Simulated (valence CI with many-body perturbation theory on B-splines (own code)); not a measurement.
## E1 line list for Pd39+

Method: relativistic CI+MBPT: five valence electrons over a frozen Dirac-Fock core [He], a basis of 9 s, 9 p, 8 d, 6 f, 3 g, 1 h functions for each j, with the one-electron correlation potential Σ1 (screened to all orders), the two-electron term Σ2, the three-electron term Σ3, Breit, model QED; selected single and double excitations, second order for the rest (own B-spline code, finite nucleus).

The last digits are not significant, and no measured levels were compared; by estimate large intervals hold to a few tenths of a per cent, small ones and those within an open d or f shell to about a per cent. Among the levels kept, up to 1700 cm⁻¹ of a level comes from second order outside the variational space, and about a tenth of that is noise between levels of different J, which matters for small intervals.

Lines 151 to 200 of 232 in falling wavelength, among levels below 3724.5 eV, chosen from the strongest by gf and those to the six lowest levels. Wavelengths and rates use the calculated energies. Electric multipoles are in the length gauge, E1 and E2 with the static RPA response of the core. Weak lines are less certain than strong ones. Lines between different terms over intervals too small for the method are left out, as are lines whose strength nearly cancels. Where a level lies close to another of its J and parity, the split of strength between their lines is uncertain. The highest levels of a list are the least certain.

Levels are named by their leading jj configuration (3d3/2^4 stands for four electrons in 3d with j = 3/2), which in mixed levels can hold well under half, so a name can repeat and another be missing. Letters in brackets count levels of one name in rising energy.

```tsv
λ vac (Å)	Upper	Lower	A (s⁻¹)	S (a.u.) with core polarisation	S without
3.669	(2s 2p1/2^2 2p3/2 3d3/2) J=7/2	(2s 2p1/2^2 2p3/2^2) J=5/2	5.19e+12	1.01e-03	1.01e-03
3.665	(2s 2p1/2 2p3/2^2 3s) J=3/2	(2s 2p1/2^2 2p3/2^2) J=5/2	3.74e+12	3.64e-04	3.62e-04
3.665	(2s^2 2p1/2 2p3/2 3d5/2) J=3/2 [a]	(2s^2 2p1/2 2p3/2^2) J=1/2	1.88e+12	1.83e-04	1.83e-04
3.660	(2s^2 2p1/2 2p3/2 3d3/2) J=3/2 [a]	(2s^2 2p1/2 2p3/2^2) J=5/2	8.58e+12	8.30e-04	8.31e-04
3.658	(2s^2 2p1/2 2p3/2 3d3/2) J=5/2	(2s^2 2p1/2 2p3/2^2) J=5/2	5.75e+12	8.33e-04	8.34e-04
3.657	(2s^2 2p3/2^2 3p3/2) J=3/2 [b]	(2s 2p1/2^2 2p3/2^2) J=5/2	5.54e+11	5.35e-05	5.34e-05
3.655	(2s^2 2p1/2 2p3/2 3d3/2) J=3/2 [b]	(2s^2 2p1/2 2p3/2^2) J=1/2	1.89e+13	1.82e-03	1.82e-03
3.653	(2s^2 2p1/2 2p3/2 3d3/2) J=1/2 [b]	(2s^2 2p1/2 2p3/2^2) J=1/2	1.05e+12	5.04e-05	5.04e-05
3.653	(2s^2 2p1/2 2p3/2 3s) J=3/2 [a]	(2s^2 2p1/2^2 2p3/2) J=3/2	9.57e+12	9.21e-04	9.19e-04
3.651	(2s 2p1/2 2p3/2^2 3s) J=7/2	(2s 2p1/2^2 2p3/2^2) J=5/2	5.04e+13	9.69e-03	9.68e-03
3.648	(2s^2 2p1/2 2p3/2 3d5/2) J=7/2 [a]	(2s^2 2p1/2 2p3/2^2) J=5/2	5.12e+12	9.82e-04	9.83e-04
3.647	(2s^2 2p1/2 2p3/2 3s) J=1/2	(2s^2 2p1/2^2 2p3/2) J=3/2	5.62e+12	2.69e-04	2.68e-04
3.646	(2s^2 2p1/2^2 3d3/2) J=3/2	(2s^2 2p1/2^2 2p3/2) J=3/2	2.88e+13	2.76e-03	2.76e-03
3.645	(2s^2 2p1/2 2p3/2 3d3/2) J=7/2	(2s^2 2p1/2 2p3/2^2) J=5/2	8.62e+11	1.65e-04	1.65e-04
3.643	(2s^2 2p3/2^2 3s) J=5/2 [a]	(2s^2 2p1/2 2p3/2^2) J=5/2	9.79e+12	1.40e-03	1.40e-03
3.641	(2s^2 2p1/2 2p3/2 3d3/2) J=3/2 [a]	(2s^2 2p1/2 2p3/2^2) J=3/2	6.74e+12	6.42e-04	6.43e-04
3.640	(2s 2p1/2^2 2p3/2 3p1/2) J=3/2 [a]	(2s^2 2p1/2 2p3/2^2) J=1/2	1.39e+13	1.32e-03	1.32e-03
3.639	(2s^2 2p3/2^2 3s) J=5/2 [b]	(2s^2 2p1/2 2p3/2^2) J=5/2	1.50e+13	2.13e-03	2.13e-03
3.639	(2s^2 2p1/2 2p3/2 3d3/2) J=5/2	(2s^2 2p1/2 2p3/2^2) J=3/2	9.59e+10	1.37e-05	1.37e-05
3.639	(2s^2 2p1/2 2p3/2 3s) J=5/2	(2s^2 2p1/2^2 2p3/2) J=3/2	3.46e+13	4.93e-03	4.92e-03
3.639	(2s^2 2p1/2 2p3/2 3d5/2) J=3/2 [a]	(2s^2 2p1/2 2p3/2^2) J=5/2	1.70e+11	1.62e-05	1.60e-05
3.638	(2s^2 2p1/2 2p3/2 3d5/2) J=3/2 [b]	(2s^2 2p1/2 2p3/2^2) J=1/2	1.54e+14	1.46e-02	1.47e-02
3.638	(2s^2 2p1/2 2p3/2 3d5/2) J=1/2	(2s^2 2p1/2 2p3/2^2) J=1/2	2.01e+14	9.58e-03	9.58e-03
3.638	(2s^2 2p1/2 2p3/2 3d3/2) J=1/2 [a]	(2s^2 2p1/2 2p3/2^2) J=3/2	1.65e+13	7.85e-04	7.86e-04
3.634	(2s^2 2p3/2^2 3s) J=3/2	(2s^2 2p1/2 2p3/2^2) J=5/2	1.87e+13	1.77e-03	1.77e-03
3.633	(2s^2 2p1/2 2p3/2 3s) J=3/2 [b]	(2s^2 2p1/2^2 2p3/2) J=3/2	3.96e+12	3.75e-04	3.74e-04
3.630	(2s^2 2p1/2 2p3/2 3d5/2) J=5/2 [a]	(2s^2 2p1/2 2p3/2^2) J=5/2	5.80e+13	8.22e-03	8.23e-03
3.630	(2s^2 2p1/2 2p3/2 3d3/2) J=3/2 [b]	(2s^2 2p1/2 2p3/2^2) J=5/2	1.90e+13	1.80e-03	1.80e-03
3.626	(2s^2 2p3/2^2 3s) J=1/2	(2s^2 2p1/2 2p3/2^2) J=1/2	1.44e+13	6.80e-04	6.83e-04
3.625	(2s^2 2p3/2^2 3s) J=5/2 [a]	(2s^2 2p1/2 2p3/2^2) J=3/2	6.76e+13	9.53e-03	9.53e-03
3.623	(2s^2 2p1/2^2 3d5/2) J=5/2	(2s^2 2p1/2^2 2p3/2) J=3/2	1.34e+14	1.89e-02	1.89e-02
3.621	(2s^2 2p3/2^2 3s) J=5/2 [b]	(2s^2 2p1/2 2p3/2^2) J=3/2	3.15e+12	4.43e-04	4.45e-04
3.620	(2s^2 2p1/2 2p3/2 3d5/2) J=3/2 [a]	(2s^2 2p1/2 2p3/2^2) J=3/2	7.71e+13	7.22e-03	7.23e-03
3.618	(2s^2 2p1/2 2p3/2 3d5/2) J=5/2 [b]	(2s^2 2p1/2 2p3/2^2) J=5/2	7.60e+13	1.06e-02	1.07e-02
3.614	(2s^2 2p1/2 2p3/2 3d5/2) J=7/2 [b]	(2s^2 2p1/2 2p3/2^2) J=5/2	2.79e+14	5.21e-02	5.21e-02
3.614	(2s 2p1/2^2 2p3/2 3p1/2) J=3/2 [a]	(2s^2 2p1/2 2p3/2^2) J=5/2	8.88e+12	8.27e-04	8.28e-04
3.613	(2s^2 2p1/2 2p3/2 3d5/2) J=3/2 [b]	(2s^2 2p1/2 2p3/2^2) J=5/2	1.14e+13	1.06e-03	1.06e-03
3.612	(2s^2 2p1/2 2p3/2 3d5/2) J=5/2 [a]	(2s^2 2p1/2 2p3/2^2) J=3/2	7.51e+13	1.05e-02	1.05e-02
3.611	(2s^2 2p1/2 2p3/2 3d3/2) J=3/2 [b]	(2s^2 2p1/2 2p3/2^2) J=3/2	4.90e+13	4.55e-03	4.56e-03
3.609	(2s^2 2p1/2 2p3/2 3d3/2) J=1/2 [b]	(2s^2 2p1/2 2p3/2^2) J=3/2	2.11e+13	9.80e-04	9.81e-04
3.599	(2s^2 2p1/2 2p3/2 3d5/2) J=5/2 [b]	(2s^2 2p1/2 2p3/2^2) J=3/2	1.51e+14	2.08e-02	2.08e-02
3.596	(2s 2p1/2^2 2p3/2 3p1/2) J=3/2 [a]	(2s^2 2p1/2 2p3/2^2) J=3/2	8.20e+11	7.52e-05	7.54e-05
3.594	(2s^2 2p1/2 2p3/2 3d5/2) J=3/2 [b]	(2s^2 2p1/2 2p3/2^2) J=3/2	4.35e+12	3.99e-04	3.99e-04
3.594	(2s^2 2p1/2 2p3/2 3d5/2) J=1/2	(2s^2 2p1/2 2p3/2^2) J=3/2	7.33e+12	3.36e-04	3.36e-04
3.593	(2s 2p1/2^2 2p3/2 3p1/2) J=5/2	(2s^2 2p1/2 2p3/2^2) J=3/2	2.00e+13	2.75e-03	2.75e-03
3.586	(2s 2p1/2^2 2p3/2 3p1/2) J=1/2	(2s^2 2p1/2 2p3/2^2) J=1/2	9.25e+11	4.21e-05	4.21e-05
3.583	(2s 2p1/2^2 2p3/2 3p1/2) J=3/2 [b]	(2s^2 2p1/2 2p3/2^2) J=1/2	1.46e+12	1.32e-04	1.32e-04
3.583	(2s^2 2p3/2^2 3s) J=1/2	(2s^2 2p1/2 2p3/2^2) J=3/2	3.86e+12	1.75e-04	1.75e-04
3.566	(2s 2p1/2^2 2p3/2 3p3/2) J=7/2	(2s^2 2p1/2 2p3/2^2) J=5/2	7.77e+11	1.39e-04	1.39e-04
3.559	(2s 2p1/2^2 2p3/2 3p3/2) J=3/2 [a]	(2s^2 2p1/2 2p3/2^2) J=5/2	1.42e+11	1.26e-05	1.27e-05
```
